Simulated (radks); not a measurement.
Results of a calculation; reference values are marked as such.
Isoelectronic series with 14 electrons, each ion in its NIST ground configuration. Code: a radial shooting solver on a logarithmic mesh with Libxc functionals. Model: non-relativistic Kohn-Sham, PBE, spin-polarised, spherical densities, point nucleus; open shells are filled with parallel spins first (spin-orbit coupling, left out, can overturn this in heavy ions). Total energies (hartree) and screening constants sigma, defined by e = -(Z - sigma)^2 / (2 n^2) hartree (* marks an orbital that is empty in some or all of the ions):

ion    configuration  E (hartree)  3p down*   3p up  3s down   3s up  2p down
Si      [Ne] 3s2 3p2   -289.23200    12.591  12.250   11.473  11.262    8.709
Cl3+    [Ne] 3s2 3p2   -457.16473    11.652  11.463   10.874  10.703    8.668
Ca6+    [Ne] 3s2 3p2   -665.29438    11.350  11.183   10.608  10.449    8.611
V9+     [Ne] 3s2 3p2   -913.50824    11.185  11.027   10.453  10.301    8.568
Fe12+   [Ne] 3s2 3p2  -1201.76742    11.078  10.926   10.351  10.203    8.536
Cu15+   [Ne] 3s2 3p2  -1530.05412    11.004  10.855   10.278  10.134    8.511
Ge18+   [Ne] 3s2 3p2  -1898.35888    10.948  10.802   10.224  10.081    8.491
Br21+   [Ne] 3s2 3p2  -2306.67618    10.905  10.761   10.181  10.040    8.475
Sr24+   [Ne] 3s2 3p2  -2755.00253    10.871  10.729   10.147  10.008    8.462
Nb27+   [Ne] 3s2 3p2  -3243.33566    10.843  10.702   10.119   9.981    8.451
Ru30+   [Ne] 3s2 3p2  -3771.67400    10.820  10.679   10.096   9.958    8.442
Ag33+   [Ne] 3s2 3p2  -4340.01641    10.801  10.661   10.076   9.939    8.434
Sn36+   [Ne] 3s2 3p2  -4948.36209    10.784  10.644   10.059   9.923    8.427
I39+    [Ne] 3s2 3p2  -5596.71042    10.769  10.630   10.045   9.909    8.421
Ba42+   [Ne] 3s2 3p2   -6285.0609    10.756  10.618   10.032   9.897    8.415
Pr45+   [Ne] 3s2 3p2   -7013.4133    10.745  10.607   10.020   9.886    8.410
Sm48+   [Ne] 3s2 3p2   -7781.7671    10.735  10.598   10.010   9.876    8.406
